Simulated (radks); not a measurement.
Zr23+, configuration [Ne] 3s2 3p4 6s1 (not the ground configuration).

All-electron calculation, Dirac Kohn-Sham, BLYP, spin-unpolarised, spherical densities, finite nucleus; open shells fill j = l - 1/2 first; Fermi nuclear charge, rms radius 4.2694 fm. Program: a radial shooting solver on a logarithmic mesh with Libxc functionals.

Energy parts (eV):
total: -88029.806
kinetic: 91338.489
electron-nucleus: -194194.119
Hartree: 17015.504
exchange-correlation: -2189.680

Orbitals (lengths in bohr, moments of r in powers of bohr):
orbital  occ.  eigenvalue (eV)      <r>  small-component weight
1s1/2       2        -18879.12  0.03706                2.12e-02
2s1/2       2        -3500.583   0.1606                4.40e-03
2p1/2       2        -3301.012   0.1371                4.38e-03
2p3/2       4        -3213.527   0.1413                4.25e-03
3s1/2       2        -1251.443   0.4044                1.51e-03
3p1/2       2        -1181.433   0.3899                1.47e-03
3p3/2       2        -1161.820   0.3967                1.44e-03
6s1/2       1        -250.4271    1.928                2.69e-04

The highest occupied level is 6s1/2 at -250.43 eV. The electron density at the nucleus is 7.522e+04 e/bohr^3. The density falls to 0.001 e/bohr^3 at r = 2.97 bohr.
